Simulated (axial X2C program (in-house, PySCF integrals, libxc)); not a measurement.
**NiC⁺: from the spin-free to the two-component result**

Calculated with an axial X2C code built on PySCF integrals. Spin-free means the one-electron spin-free X2C Hamiltonian; two-component (2c) means X2C with spin–orbit coupling and atomic mean-field two-electron Coulomb and Gaunt terms, so the difference of the two also holds small scalar two-electron terms. Basis: Ni dyall-cv3z [9s9p6d3f2g], C dyall-v3z [7s6p2d1f] (cores contracted in-house); Gaussian nuclei, density fitting, unrestricted open shells. Masses: Ni 57.935 u, C 12.000 u.

Spin-free state: M_S = 1/2, Λ = 0 (beyond evenly filled blocks: σα); fragments Ni+ + C.

| level | Re (Å) | ωe (cm⁻¹) | De (eV) | μ (D) |
| --- | --- | --- | --- | --- |
| PBEsol | 1.579 | 975.4 | 5.115 | -0.83 |

Dipoles are positive if C is the positive end and refer to the centre of mass.

Two-component determinant lowest at the distance of the search:

Ω = 1/2 (⟨Sz⟩ = 0.50, ⟨Lz⟩ = 0.00 at PBEsol); fragments Ni+ + C.

```tsv
level	Re (Å)	ωe (cm⁻¹)	μ (D)
PBEsol	1.580	974.3	-0.83
```

(1) From the two tables, how do the constants change at the PBEsol level (2c against spin-free)?

The state is one determinant whose occupation by symmetry is held fixed; it was picked as the lowest of a PBE0 search that is not exhaustive. Dissociation energies refer to the lowest single-determinant-based atoms at the same level and basis. De is not given where an atomic determinant may have missed its ground term or J level, or where the truncated virtual space spoils (T). Density functionals use the spin component along the axis (collinear). Without a current term, density functionals place determinants with orbital angular momentum somewhat too high.

Results:

(1) At the PBEsol level Re is unchanged within 0.001 Å and ωe decreases by 1.1 cm⁻¹.
